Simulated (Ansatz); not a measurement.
MgI2. Total charge 0; singlet. Geometry r2SCAN-D4/def2-TZVP, basis def2-TZVP, Ansatz.

```tsv
run	HOMO (eV)	LUMO (eV)
A	-7.37	-2.28
B	-7.96	-1.70
C	-6.95	-2.20
D	-7.76	-1.92
E	-8.69	-1.28
F	-8.98	-1.13
```

In the def2 sets I takes a core potential; there is no spin–orbit coupling. HSE06 is defined as in plane-wave codes, on full-range PBE exchange.

Q: The runs used BHLYP, CAM-B3LYP, HSE06, PBE0, r2SCAN, r2SCAN0. Estimate which is which.

A: A HSE06 (range-separated); B r2SCAN0 (25 % exact exchange); C r2SCAN (0 % exact exchange); D PBE0 (25 % exact exchange); E BHLYP (50 % exact exchange); F CAM-B3LYP (range-separated). Exact exchange lowers occupied and raises empty levels; among semilocal functionals meta-GGAs tend to open the gap a little, and such runs are hard to tell apart. The gap grows from 4.75 eV (r2SCAN) to 7.85 eV (CAM-B3LYP).
